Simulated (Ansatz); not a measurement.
Calculated with Ansatz (gas phase, PBE0-D4/def2-TZVP geometries, no zero-point term in ΔE). CBS: MP2 limit from def2 TZ/QZ plus the TZ coupled-cluster correction, frozen cores. Elements past krypton have def2 core potentials. For In outer-core shells are correlated without core-valence functions, which leaves a few kJ/mol of doubt a bond. Each species was taken in one conformer, which may not be the lowest.

Consider the ligand exchange at the Si–N bond: `OB(F)N[SiH3]` + `[OH][In]([Cl])[O][SiH3]` → `[SiH3][O][In]([Cl])[O][SiH3]` + `NB(O)F`.

`OB(F)N[SiH3]`:

Cartesian coordinates in Å:
```
O -1.545 -0.781 -0.618
B -0.541 -1.161 0.220
F -0.577 -2.375 0.795
N 0.527 -0.280 0.479
Si 0.721 1.317 -0.181
H -2.223 -1.451 -0.728
H 1.240 -0.615 1.107
H -0.401 2.208 0.210
H 0.807 1.287 -1.662
H 1.991 1.851 0.376
```

`[OH][In]([Cl])[O][SiH3]`:

Z-matrix (Å, degrees):
```
Si
O 1 1.632
H 1 1.487 2 110.4
H 1 1.487 2 110.5 3 120.9
H 1 1.497 2 110.7 3 -119.6
In 2 1.968 1 133.7 3 120.0
Cl 6 2.285 2 118.3 1 -180.0
O 6 1.964 2 118.9 1 -0.1
H 8 0.962 6 111.2 2 0.0
```

`[SiH3][O][In]([Cl])[O][SiH3]`:

Cartesian coordinates in Å:
```
Si 2.023 1.092 -1.614
O 0.805 0.482 -0.705
In 0.659 -0.647 0.886
Cl 2.505 -1.467 1.966
O -1.141 -1.045 1.519
Si -2.654 -0.656 1.025
H 2.780 0.003 -2.293
H 1.434 1.990 -2.640
H 2.981 1.867 -0.778
H -2.914 -1.155 -0.354
H -2.857 0.819 1.029
H -3.621 -1.284 1.961
```

`NB(O)F`:

```xyz
7

N    -0.366    0.527   -0.681
B    -0.125   -0.498    0.251
O     0.909   -0.538    1.140
F    -0.969   -1.534    0.287
H    -1.152    0.485   -1.304
H     0.203    1.345   -0.791
H     1.501    0.213    1.097
```

```json
{"species": "`OB(F)N[SiH3]`", "CCSD(T)/CBS(def2) energy (Eh)": "-546.73546"}
{"species": "`[OH][In]([Cl])[O][SiH3]`", "CCSD(T)/CBS(def2) energy (Eh)": "-1091.54856"}
{"species": "`[SiH3][O][In]([Cl])[O][SiH3]`", "CCSD(T)/CBS(def2) energy (Eh)": "-1381.86692"}
{"species": "`NB(O)F`", "CCSD(T)/CBS(def2) energy (Eh)": "-256.43442"}
```

Task: Work out ΔE.

Result: ΔE = (-1381.86692) + (-256.43442) − (-546.73546) − (-1091.54856) = -0.01732 Eh = -10.9 kcal/mol.

Largest T1 diagnostic among the species: 0.015.

From PBE to PBE0 (25 % exact exchange), in def2-TZVPP and without D4, ΔE moves by −1.2 kcal/mol. Leaving LDA and LC-ωPBE aside and taking each functional with its dispersion term where it has one, the values, not all of them listed here, spread over 4.4 kcal/mol, from BHLYP-D4 to revPBE-D4.
